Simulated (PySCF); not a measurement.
C5H10OSi.
Z-matrix (Å and degrees, GFN2-xTB geometry), rows numbered from 1:
```
C 
C   1  1.5286
O   2  1.4173  1  111.33
C   2  1.5221  1  112.27  3   119.43
C   4  1.5055  2  115.05  1    78.65
C   5  1.3349  4  105.38  2   117.66
Si  6  1.8948  5   94.56  4    -0.08
H   1  1.0881  2  109.76  3   -57.09
H   1  1.0863  2  110.11  3  -176.93
H   1  1.0899  2  110.88  3    63.03
H   2  1.1045  1  108.91  3  -120.36
H   3  0.9635  2  108.91  1   -52.72
H   4  1.0919  2  108.30  1   -48.50
H   5  1.0811  4  125.29  2   -62.42
H   6  1.0792  5  126.97  4   179.49
H   7  1.4595  4  117.07  2    -5.08
H   7  1.4617  4  115.75  2   130.53
```

Definitions: NICS(0) = −σiso at the ring centroid; NICS(1) = −σiso and NICS(1)zz = −σzz at ±1 Å along the ring normal z. Level: GIAO PBE0/pcSseg-1 (PySCF, non-relativistic, gas phase) on the GFN2-xTB geometry, one conformer.

Ring bond lengths (Å), with Mayer bond orders in brackets: C4–C5 1.505 (0.98), C5–C6 1.335 (1.81), C6–Si7 1.895 (0.93), Si7–C4 1.935 (0.87).

Q: What do the NICS probes read (ppm)?

A: 
```csv
ring,type,NICS(0),"NICS(1), two faces","NICS(1)zz, two faces",rms pucker (Å),"centre to ring atoms, mean (Å)"
C4–C5–C6–Si7,"4-membered ring with Si; formal bonds 1 double, 3 single",1.9,-1.8 / -2.3,4.5 / 2.5,0.00,1.17
```

Q: What can be read from them?

A: 
- C4–C5–C6–Si7: mean NICS(1)zz 3.5 ppm, deshielded. C4, Si7 have four or more neighbours, so the value isn't read as a sign of a π ring current.

Q: Give the inner angles of the rings and the Hirshfeld charges of the ring atoms.

A: 
- C4–C5–C6–Si7: C4 87.7° (-0.119 e), C5 105.4° (-0.034 e), C6 94.6° (-0.149 e), Si7 72.4° (+0.338 e); sum 360.0° against 360° for a flat convex ring.

The run took 26 s on an Arm Neoverse V1 with one thread, shared host with 32 logical CPUs at a one-minute load of 20, and the process peaked at 0.80 GiB of memory. This is the whole shielding run at PBE0/pcSseg-1, SCF included.
